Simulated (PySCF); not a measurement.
Molecule: `O=C[SiH2]F`, CH₃FOSi.

Atom-mapped SMILES (the numbers label the heavy atoms): `[O:1]=[CH:2][SiH2:3][F:4]`. Each H is labelled by its parent atom.

Geometry PBE0-D3(BJ)/def2-SVP throughout; GIAO in PySCF, gas phase, one conformer, non-relativistic; equivalent atoms averaged; basis pcSseg-2.

Problem. How do the shifts δ (against H2O, TMS, CFCl3 at the same level) depend on the functional? (ppm; last column core-seconds on shared hosts with different chips, so compare them loosely; the GGAs took longer than the global hybrids here, which isn't the general rule, and the cause wasn't traced)

Solution. 
```
functional                    kind     O1     C2    Si3      F4  H(C2)  H(Si3)  core-s
        HF            Hartree–Fock  928.7  244.7  -44.7  -165.3  11.51    4.44       6
       LDA                     LDA  960.1  271.7  -37.0  -249.9  13.02    5.18      13
       PBE                     GGA  909.2  256.2  -43.0  -243.2  12.77    4.95      15
      BLYP                     GGA  897.4  254.2  -50.5  -240.2  12.61    4.83      16
      BP86                     GGA  897.8  254.3  -44.1  -242.0  12.68    4.94      15
      OPBE                     GGA  872.6  245.8  -37.7  -235.3  12.73    4.90      16
       KT2                     GGA  829.8  236.0  -39.1  -251.9  12.13    4.92      16
       KT3                     GGA  818.0  233.1  -42.5  -241.7  12.13    4.72      17
     B97-D                     GGA  857.7  245.2  -47.3  -234.4  12.47    4.76      17
     B3LYP           global hybrid  917.4  254.3  -46.6  -221.4  12.33    4.73      13
      PBE0           global hybrid  930.3  255.1  -39.7  -219.2  12.41    4.81      13
  mPW1PW91           global hybrid  927.1  254.4  -40.3  -217.5  12.35    4.78      12
      WP04           global hybrid  850.0  249.9  -50.5  -214.4  11.60    4.23     8.6
     B97-2           global hybrid  893.1  248.2  -42.1  -217.8  12.27    4.71       9
 BHandHLYP           global hybrid  932.0  252.4  -44.1  -197.7  11.95    4.59     9.6
 CAM-B3LYP  range-separated hybrid  935.1  259.2  -41.7  -208.7  12.20    4.72      13
   wB97X-D  range-separated hybrid  932.4  255.8  -40.2  -209.3  12.24    4.75      13
   LC-wPBE  range-separated hybrid  938.0  263.7  -32.3  -195.9  12.12    4.71      16
```

Problem. Which nucleus moves most, in ppm?

Solution. O1 (carbonyl oxygen): from 818.0 ppm with KT3 to 960.1 ppm with LDA. The smallest spread is 0.96 ppm, at H(Si3). Proton shifts span only some 12 ppm, so a few tenths of a ppm matter as much there as several ppm in carbon.
